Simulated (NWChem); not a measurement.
System: H₂Se₂S; SMILES S[Se][SeH]

Output (shortened):

```
             Northwest Computational Chemistry Package (NWChem) 7.3.0
             --------------------------------------------------------

                             Geometry "geometry" -> ""
                             -------------------------

 Output coordinates in angstroms (scale by  1.889725989 to convert to a.u.)

  No.       Tag          Charge          X              Y              Z
 ---- ---------------- ---------- -------------- -------------- --------------
    1 Se                  34.0000    -0.74623100     0.58432500     0.00886700
    2 S                   16.0000     0.93536000     2.01646700     0.05205600
    3 H                    1.0000     1.12439800     2.10696500    -1.28552100
    4 Se                  34.0000     0.22554200    -1.53534400    -0.03854500
    5 H                    1.0000     0.36837000    -1.68514100     1.42290800

 Effective nuclear repulsion energy (a.u.)     510.0575638399

                              NWChem Property Module
                              ----------------------

  itol2e modified to match energy
  convergence criterion.

                                 NWChem DFT Module
                                 -----------------

 Summary of "ao basis" -> "ao basis" (spherical)
 ------------------------------------------------------------------------------
       Tag                 Description            Shells   Functions and Types
 ---------------- ------------------------------  ------  ---------------------
 Se                         pcsseg-1                15       41   5s7p3d
 S                          pcsseg-1                10       24   4s5p1d
 H                          pcsseg-1                 3        5   2s1p

  itol2e modified to match energy
  convergence criterion.

            General Information
            -------------------
          SCF calculation type: DFT
          Wavefunction type:  closed shell.
          No. of atoms     :     5
          No. of electrons :    86
           Alpha electrons :    43
            Beta electrons :    43
          Charge           :     0
          Spin multiplicity:     1
          Use of symmetry is: off; symmetry adaption is: off
          Maximum number of iterations: 150
          AO basis - number of functions:   116
                     number of shells:    46
          Convergence on energy requested:  1.00D-07
          Convergence on density requested:  1.00D-05
          Convergence on gradient requested:  5.00D-04

[...]

          -----------------------------------------
          Chemical Shielding Tensors (GIAO, in ppm)
          -----------------------------------------

                                NWChem CPHF Module
                                ------------------

  scftype          =     RHF
  nclosed          =       43
  nopen            =        0
  variables        =     3139
  # of vectors     =        3
  tolerance        = 0.10D-03
  level shift      = 0.00D+00
  max iterations   =       50
  max subspace     =       30

 SCF residual:    1.4975266459220245E-005

Iterative solution of linear equations
  No. of variables     3139
  No. of equations        3
  Maximum subspace       30
        Iterations       50
       Convergence  1.0D-04

   iter   nsub   residual    time
   ----  ------  --------  ---------
     1      3    3.29D-05      55.6

      Atom:    1  Se
        Diamagnetic
   2997.9245      0.1395      0.0967
      0.1395   3005.7153      0.3149
      0.0967      0.3149   2985.6922

        Paramagnetic
  -1535.2477     17.4072     34.3035
     17.4072  -1778.9016    116.8313
     34.3035    116.8313  -3055.6887

        Total Shielding Tensor
   1462.6767     17.5466     34.4001
     17.5466   1226.8137    117.1463
     34.4001    117.1463    -69.9965

           isotropic =     873.1647
          anisotropy =     888.0841

          Principal Components and Axis System
                 1           2           3
             1465.2208   1235.4597    -81.1864

      1         0.9957     -0.0897     -0.0212
      2         0.0875      0.9922     -0.0889
      3         0.0290      0.0867      0.9958

      Atom:    2  S
        Diamagnetic
   1056.2118      8.6624     -0.3793
      8.6624   1057.3447     -0.1035
     -0.3793     -0.1035   1050.6659

        Paramagnetic
   -509.2301     86.7850    -52.7390
     86.7850   -462.1810    -45.7794
    -52.7390    -45.7794   -884.3412

        Total Shielding Tensor
    546.9817     95.4473    -53.1183
     95.4473    595.1637    -45.8829
    -53.1183    -45.8829    166.3247

           isotropic =     436.1567
          anisotropy =     363.9309

          Principal Components and Axis System
                 1           2           3
              678.7773    473.1998    156.4931

      1         0.6160      0.7792      0.1155
      2         0.7764     -0.6254      0.0784
      3        -0.1334     -0.0414      0.9902

      Atom:    3  H
        Diamagnetic
     21.8083      4.7953     -5.7273
      4.7953     21.9751     -4.1177
     -5.7273     -4.1177     38.4392

        Paramagnetic
      2.3767      0.7969      1.5062
      0.7969      2.3024      0.3143
      1.5062      0.3143     -7.4894

        Total Shielding Tensor
     24.1850      5.5921     -4.2211
      5.5921     24.2775     -3.8033
     -4.2211     -3.8033     30.9498

           isotropic =      26.4708
          anisotropy =      14.4298

          Principal Components and Axis System
                 1           2           3
               36.0906     24.6935     18.6282

      1        -0.4821      0.4969      0.7216
      2        -0.4669      0.5512     -0.6915
      3         0.7413      0.6703      0.0337

      Atom:    4  Se
        Diamagnetic
   2991.3402     -6.1920      0.4026
     -6.1920   3005.0025     -0.2436
      0.4026     -0.2436   2994.6264

        Paramagnetic
  -1465.6685   -161.3836     52.5693
   -161.3836  -1042.7086   -146.5998
     52.5693   -146.5998  -2422.2738

[...]
```

Level: LDA (Slater exchange, VWN5)/pcSseg-1, GIAO. Geometry: optimised at PBE0/def2-SVP. NWChem prints the field gradient with the sign opposite to the second derivative of the potential. The printed shielding anisotropy is the first printed principal value minus the mean of the other two.

Which NWChem input produces such a log?

One answer among several that fit: the input that was run:
```
start job
memory heap 200 mb stack 900 mb global 1100 mb
geometry units angstroms noautosym nocenter noautoz
  Se    -0.746231     0.584325     0.008867
  S      0.935360     2.016467     0.052056
  H      1.124398     2.106965    -1.285521
  Se     0.225542    -1.535344    -0.038545
  H      0.368370    -1.685141     1.422908
end
basis spherical
  * library pcsseg-1
end
dft
  xc slater vwn_5
  iterations 150
end
property
  shielding
  efieldgrad
end
task dft property
```
